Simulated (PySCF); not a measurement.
PySCF job for F2Si, SMILES F[Si]F (connectivity only; charge and spin as stated), charge +1, multiplicity 2, TDA-LC-ωPBE/def2-TZVPD. Geometry: B3LYP-D3(BJ)/def2-TZVP. The isomer is the one that the SMILES or the coordinates give; other isomers of the formula were not compared.

```python
import numpy as np
from pyscf import gto, scf, dft, tdscf

mol = gto.M(
    atom='''
    F     0.00000000   -1.33442535    0.33624487
    Si    0.00000000    0.00000000   -0.43231484
    F     0.00000000    1.33442535    0.33624487
    ''',
    basis='def2-TZVPD',
    charge=1,
    spin=1,
    max_memory=1600,
    verbose=4,
)
mf = dft.UKS(mol, xc='lc_wpbe').density_fit(auxbasis='def2-universal-jkfit')
mf.grids.level = 3
mf.conv_tol = 1e-9
mf.max_cycle = 100
mf.kernel()
fine, coarse = mf.grids, dft.Grids(mol).set(level=1).build(with_non0tab=True)
for _ in range(3):  # follow internal instabilities
    mf.grids = coarse
    mo, _, stable, _ = mf.stability(return_status=True, nroots=4)
    mf.grids = fine
    if stable:
        break
    mf.kernel(mf.make_rdm1(mo, mf.mo_occ))
mf.grids = dft.Grids(mol).set(level=1).build(with_non0tab=True)  # coarser grid for the response kernel
td = tdscf.TDA(mf)
td.nstates = 10
td.conv_tol = 1e-4
td.kernel(x0=td.get_init_guess(mf, 15))
td.analyze()
```

Output:

```
PySCF version 2.14.0

[INPUT] verbose = 4
[INPUT] num. atoms = 3
[INPUT] num. electrons = 31
[INPUT] charge = 1
[INPUT] spin (= nelec alpha-beta = 2S) = 1
[INPUT] symmetry False subgroup None
[INPUT] Mole.unit = angstrom
[INPUT] Symbol           X                Y                Z      unit          X                Y                Z       unit  Magmom
[INPUT]  1 F      0.000000000000  -1.334425350000   0.336244870000 AA    0.000000000000  -2.521698445177   0.635410715090 Bohr   0.0
[INPUT]  2 Si     0.000000000000   0.000000000000  -0.432314840000 AA    0.000000000000   0.000000000000  -0.816956647185 Bohr   0.0
[INPUT]  3 F      0.000000000000   1.334425350000   0.336244870000 AA    0.000000000000   2.521698445177   0.635410715090 Bohr   0.0

nuclear repulsion = 102.657345612511
number of shells = 43
number of NR pGTOs = 179
number of NR cGTOs = 123
basis = def2-TZVPD
ecp = {}


[settings echo left out]
init E= -489.278127857887
  alpha nocc = 16  HOMO = -0.288166119651187  LUMO = -0.0483623223441541
  beta  nocc = 15  HOMO = -0.620376063107431  LUMO = -0.288166119651216

WARN: HOMO -0.288166119651187 >= LUMO -0.288166119651216

cycle= 1 E= -488.659051049625  delta_E= 0.619  |g|= 0.52  |ddm|= 1.16
  alpha nocc = 16  HOMO = -0.737403064612198  LUMO = -0.280537076939204
  beta  nocc = 15  HOMO = -0.779769560065506  LUMO = -0.436113073242552
  HOMO = -0.737403064612  LUMO = -0.436113073243  gap/eV = 8.19852
cycle= 2 E= -488.674211783772  delta_E= -0.0152  |g|= 0.612  |ddm|= 0.801
  alpha nocc = 16  HOMO = -0.748963102778731  LUMO = -0.253498092854286
  beta  nocc = 15  HOMO = -0.879088770389472  LUMO = -0.4090027222298
  HOMO = -0.748963102779  LUMO = -0.40900272223  gap/eV = 9.25079
cycle= 3 E= -488.775523709322  delta_E= -0.101  |g|= 0.0575  |ddm|= 0.336
  alpha nocc = 16  HOMO = -0.732734413901788  LUMO = -0.230828102182876
  beta  nocc = 15  HOMO = -0.858981776686505  LUMO = -0.378964546479359
  HOMO = -0.732734413902  LUMO = -0.378964546479  gap/eV = 9.62657
cycle= 4 E= -488.77711880664  delta_E= -0.0016  |g|= 0.0151  |ddm|= 0.0712
  alpha nocc = 16  HOMO = -0.732848743223315  LUMO = -0.226927195589035
  beta  nocc = 15  HOMO = -0.858029752614504  LUMO = -0.371857861079761
  HOMO = -0.732848743223  LUMO = -0.37185786108  gap/eV = 9.82306
cycle= 5 E= -488.77748827976  delta_E= -0.000369  |g|= 0.0058  |ddm|= 0.0384
  alpha nocc = 16  HOMO = -0.73367256093487  LUMO = -0.227343224188232
  beta  nocc = 15  HOMO = -0.857549278359412  LUMO = -0.371571893631909
  HOMO = -0.733672560935  LUMO = -0.371571893632  gap/eV = 9.85326
cycle= 6 E= -488.777549036602  delta_E= -6.08e-05  |g|= 0.0019  |ddm|= 0.0141
  alpha nocc = 16  HOMO = -0.733899993826434  LUMO = -0.22757034497419
  beta  nocc = 15  HOMO = -0.857613067872827  LUMO = -0.371620900904183
  HOMO = -0.733899993826  LUMO = -0.371620900904  gap/eV = 9.85812
cycle= 7 E= -488.777556854906  delta_E= -7.82e-06  |g|= 0.000611  |ddm|= 0.00477
  alpha nocc = 16  HOMO = -0.733913407360482  LUMO = -0.227594366889377
  beta  nocc = 15  HOMO = -0.857653302256736  LUMO = -0.371599621221293
  HOMO = -0.73391340736  LUMO = -0.371599621221  gap/eV = 9.85906
cycle= 8 E= -488.777557515543  delta_E= -6.61e-07  |g|= 0.000146  |ddm|= 0.00158
  alpha nocc = 16  HOMO = -0.733896639487917  LUMO = -0.227587632854892
  beta  nocc = 15  HOMO = -0.857647928164386  LUMO = -0.371598485096165
  HOMO = -0.733896639488  LUMO = -0.371598485096  gap/eV = 9.85863
cycle= 9 E= -488.777557556391  delta_E= -4.08e-08  |g|= 3.12e-05  |ddm|= 0.000359
  alpha nocc = 16  HOMO = -0.733895169437368  LUMO = -0.227586509411111
  beta  nocc = 15  HOMO = -0.85764915165115  LUMO = -0.371599902777547
  HOMO = -0.733895169437  LUMO = -0.371599902778  gap/eV = 9.85856
cycle= 10 E= -488.777557558623  delta_E= -2.23e-09  |g|= 8.34e-06  |ddm|= 6.87e-05
  alpha nocc = 16  HOMO = -0.733896723672906  LUMO = -0.227586340999885
  beta  nocc = 15  HOMO = -0.857649653671146  LUMO = -0.371600540960692
  HOMO = -0.733896723673  LUMO = -0.371600540961  gap/eV = 9.85858
cycle= 11 E= -488.777557558785  delta_E= -1.62e-10  |g|= 2.02e-06  |ddm|= 2.14e-05
  alpha nocc = 16  HOMO = -0.733896930434746  LUMO = -0.227586311369741
  beta  nocc = 15  HOMO = -0.857649653049985  LUMO = -0.371600496813329
  HOMO = -0.733896930435  LUMO = -0.371600496813  gap/eV = 9.85859
Extra cycle  E= -488.777557558789  delta_E= -4.43e-12  |g|= 9.14e-07  |ddm|= 3.73e-06
converged SCF energy = -488.777557558789  <S^2> = 0.7524389  2S+1 = 2.0024374
tot grids = 17016
uhf_internal: lowest eigs of H = [0.36154167 0.44746004 0.46453529 0.51098168]
<class 'pyscf.df.df_jk.DFUKS'> wavefunction is stable in the internal stability analysis
tot grids = 17016


******** <class 'pyscf.tdscf.uks.TDA'> for <class 'pyscf.df.df_jk.DFUKS'> ********
nstates = 10
deg_eia_thresh = 1.000e-03
wfnsym = None
conv_tol = 0.0001
eigh lindep = 1e-12
eigh level_shift = 0
eigh max_cycle = 100


Excitation energies (eV)
[5.15782702 6.21566772 6.47297408 7.17603183 7.18121359 8.07240638
 8.61238601 8.77351833 8.91100853 9.31394012]

** Excitation energies and oscillator strengths **
Excited State   1:      5.15783 eV    240.38 nm  f=0.0752
      16a ->   17a      0.97849
      12b ->   16b     -0.15164
Excited State   2:      6.21567 eV    199.47 nm  f=0.0000
      15b ->   16b      0.98693
Excited State   3:      6.47297 eV    191.54 nm  f=0.0000
      14b ->   16b      0.98689
Excited State   4:      7.17603 eV    172.78 nm  f=0.0135
      16a ->   18a     -0.15150
      13b ->   16b      0.96560
      15b ->   19b     -0.10690
Excited State   5:      7.18121 eV    172.65 nm  f=0.0302
      16a ->   17a      0.15609
      12b ->   16b      0.97079
      14b ->   19b     -0.10858
Excited State   6:      8.07241 eV    153.59 nm  f=0.0107
      14a ->   17a      0.34796
      16a ->   19a      0.10083
      11b ->   16b     -0.91425
Excited State   7:      8.61239 eV    143.96 nm  f=0.0794
      13a ->   17a     -0.19291
      16a ->   18a     -0.92722
      16a ->   20a      0.13168
      10b ->   16b     -0.17095
      13b ->   16b     -0.12698
Excited State   8:      8.77352 eV    141.32 nm  f=0.0000
      15a ->   17a      0.98625
Excited State   9:      8.91101 eV    139.14 nm  f=0.0411
      14a ->   17a      0.62233
      16a ->   19a     -0.71293
      16a ->   24a      0.10409
      16a ->   28a     -0.10175
      11b ->   16b      0.15645
      14b ->   17b     -0.18755
Excited State  10:      9.31394 eV    133.12 nm  f=0.0024
      13a ->   17a     -0.69634
      10b ->   16b      0.65631
      12b ->   17b      0.20391

** Transition electric dipole moments (AU) **
state          X           Y           Z        Dip. S.      Osc.
  1         0.7713     -0.0000     -0.0000      0.5949      0.0752
  2        -0.0000     -0.0018      0.0000      0.0000      0.0000
  3         0.0000      0.0000      0.0000      0.0000      0.0000
  4        -0.0000     -0.0000      0.2775      0.0770      0.0135
  5         0.4142      0.0000      0.0000      0.1716      0.0302
  6        -0.0000     -0.2323      0.0000      0.0540      0.0107
  7        -0.0000     -0.0000     -0.6135      0.3764      0.0794
  8        -0.0000      0.0000     -0.0000      0.0000      0.0000
  9         0.0000     -0.4336     -0.0000      0.1880      0.0411
 10         0.0000     -0.0000     -0.1028      0.0106      0.0024

** Transition velocity dipole moments (imaginary part, AU) **
state          X           Y           Z        Dip. S.      Osc.
  1         0.0294     -0.0000     -0.0000      0.0009      0.0030
  2         0.0000      0.0265      0.0000      0.0007      0.0020
  3         0.0000     -0.0000      0.0000      0.0000      0.0000
  4        -0.0000     -0.0000      0.0449      0.0020      0.0051
  5         0.0674      0.0000      0.0000      0.0045      0.0115
  6         0.0000     -0.0480      0.0000      0.0023      0.0052
  7        -0.0000     -0.0000     -0.1717      0.0295      0.0621
  8        -0.0000      0.0000     -0.0000      0.0000      0.0000
  9         0.0000     -0.1534     -0.0000      0.0235      0.0479
 10         0.0000     -0.0000     -0.0251      0.0006      0.0012

** Transition magnetic dipole moments (imaginary part, AU) **
state          X           Y           Z
  1         0.0000      0.8243      0.0000
  2         0.0948     -0.0000     -0.0000
  3        -0.0000      0.0000     -0.2191
  4        -0.0000     -0.0000      0.0000
  5         0.0000      0.1473      0.0000
  6         0.2820     -0.0000     -0.0000
  7         0.0000     -0.0000      0.0000
  8        -0.0000     -0.0000     -0.1260
  9         0.8021     -0.0000     -0.0000
 10         0.0000     -0.0000      0.0000
```

The calculation finished and met its thresholds.

Cost: around 50 core-seconds (rough).
